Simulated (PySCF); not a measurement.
Computed Raman spectrum (relative Raman activity) of a molecule C₃H₆BF. Coordinates come from a PBE-D3(BJ)/def2-SVP optimisation. The values are those of a single conformer. These are PySCF with PBE-D3(BJ)/def2-SVP values and carry that method's errors. No scaling factor is applied to the harmonic values.

Lines under 2 % of the strongest are left out, and lines within 2 cm⁻¹ are merged.

ν (cm⁻¹): 110 (vw), 219 (vw), 373 (vw), 612 (w), 933 (vw), 958 (vw), 1054 (vw), 1082 (vw), 1151 (w), 1159 (vw), 1269 (w), 1337 (w), 1386 (w), 1671 (m), 2538 (s), 2901 (vs), 3023 (s), 3066 (m), 3074 (vs), 3169 (s) (against the strongest line: vs over 80 %, s over 45 %, m over 15 %, w over 4 %, vw less)

### Question
Identify the compound among the candidates.
A) C=CB(C)F
B) C=CCBF
C) FB1CCC1

### Answer
B, C=CCBF
